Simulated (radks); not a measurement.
Question: Species: W IV. Configuration: [Xe] 4f14 5d3. Calculated with a radial shooting solver on a logarithmic mesh with Libxc functionals: Dirac Kohn-Sham, BLYP, spin-unpolarised, spherical densities, finite nucleus; open shells fill j = l - 1/2 first; Fermi nuclear charge, rms radius 5.3658 fm. Some entries of the table are withheld. Estimate them.

| orbital | occ. | eigenvalue (hartree) | r(max) (bohr) |
|---|---|---|---|
| 1s1/2 | 2 | -2550.682 | 0.01146 |
| 2s1/2 | 2 | (1) | 0.06587 |
| 2p1/2 | 2 | -421.7243 | 0.04896 |
| 2p3/2 | 4 | -371.9987 | 0.05579 |
| 3s1/2 | 2 | -102.3201 | 0.1855 |
| 3p1/2 | 2 | (2) | 0.1737 |
| 3p3/2 | 4 | (3) | 0.1877 |
| 3d3/2 | 4 | (4) | (5) |
| 3d5/2 | 6 | (6) | (7) |
| 4s1/2 | 2 | -21.92927 | 0.4211 |
| 4p1/2 | 2 | -18.38505 | 0.4208 |
| 4p3/2 | 4 | -15.89182 | 0.4503 |
| 4d3/2 | 4 | -10.06145 | 0.4470 |
| 4d5/2 | 6 | -9.60209 | 0.4564 |
| 5s1/2 | 2 | (8) | 0.9626 |
| 5p1/2 | 2 | -2.88541 | 1.032 |
| 5p3/2 | 4 | -2.51812 | 1.115 |
| 4f5/2 | 6 | -2.30793 | 0.4260 |
| 4f7/2 | 8 | -2.22558 | 0.4309 |
| 5d3/2 | 3 | -1.15345 | 1.420 |
| 5d5/2 | 0 | -1.11887 | 1.459 |
| 6s1/2 | 0 | -1.04384 | 2.383 |
| 6p1/2 | 0 | -0.80904 | 2.752 |
| 6p3/2 | 0 | -0.75564 | 2.948 |

Answer: 
(1) 2s1/2 eigenvalue (hartree): -440.8390
(2) 3p1/2 eigenvalue (hartree): -93.78255
(3) 3p3/2 eigenvalue (hartree): -83.03090
(4) 3d3/2 eigenvalue (hartree): -68.61313
(5) 3d3/2 r(max) (bohr): 0.1470
(6) 3d5/2 eigenvalue (hartree): -66.27460
(7) 3d5/2 r(max) (bohr): 0.1509
(8) 5s1/2 eigenvalue (hartree): -3.94049
